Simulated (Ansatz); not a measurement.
Total energies of C$_{3}$H$_{9}$FMoO$_{4}$, SMILES `C[O][Mo](=[O])([F])([O]C)[O]C`.

```xyz
18

C     2.075   -0.575    1.627
O     1.661   -0.732    0.305
Mo    0.084   -0.530   -0.642
O     0.008   -1.850   -1.648
F    -1.571    0.350   -0.959
O     0.743    0.855   -1.688
C     0.254    1.955   -2.395
O    -0.794   -1.012    0.948
C    -2.090   -0.912    1.461
H     2.374    0.460    1.819
H     1.248   -0.842    2.297
H     2.925   -1.234    1.816
H     0.737    2.868   -2.035
H     0.473    1.828   -3.458
H    -0.828    2.039   -2.254
H    -2.055   -0.466    2.459
H    -2.714   -0.290    0.813
H    -2.530   -1.911    1.533
```

The species carries charge 0 and has multiplicity 1. Correlated methods include outer-core shells of Mo, which these sets cover unevenly. Mo: def2 effective core potential. The geometry is a stationary point of PBE0-D4/def2-TZVP. It is one conformer, not always the lowest. Basis def2-TZVPP, the Gaussian-basis code of Ansatz.

RPA on PBE orbitals: Hartree–Fock energy of these orbitals -585.40112 Eh, correlation -3.51811 Eh (frozen core).

| functional | energy without D4 (Eh) | D4 term (kJ/mol) |
| --- | --- | --- |
| LDA (SPW92) | -585.11006 | – |
| BLYP | -588.97376 | -91.0 |
| r2SCAN | -588.88277 | -11.7 |
| B97M-V | -588.97353 | – |
| HSE06 (plane-wave form) | -588.47030 | -34.1 |
| BHLYP | -588.65472 | -51.6 |
| CAM-B3LYP | -588.84137 | -37.1 |
| LC-ωPBE | -588.76789 | – |
| B2PLYP | -588.64878 | – |
| PBE-QIDH | -588.36443 | – |

(1) Give the same for PBE, revPBE, PBE0, B3LYP, r2SCANh, r2SCAN0, ωB97X-V, ωB97M-V. (Best estimate.)

B3LYP takes the VWN-RPA correlation (the form of Gaussian; ORCA's B3LYP/G). HSE06 is the plane-wave form, built on full-range PBE exchange. The double hybrids freeze the cores in their second-order part.

Results:

(1) Ansatz gave: 
| functional | energy without D4 (Eh) | D4 term (kJ/mol) |
| --- | --- | --- |
| PBE | -588.56456 | -42.5 |
| revPBE | -588.98680 | -125.7 |
| PBE0 | -588.49495 | -36.4 |
| B3LYP | -589.11028 | -67.4 |
| r2SCANh | -588.81500 | -12.3 |
| r2SCAN0 | -588.71700 | -13.5 |
| ωB97X-V | -588.85201 | – |
| ωB97M-V | -588.78937 | – |

LC-ωPBE has ω = 0.4 bohr⁻¹.
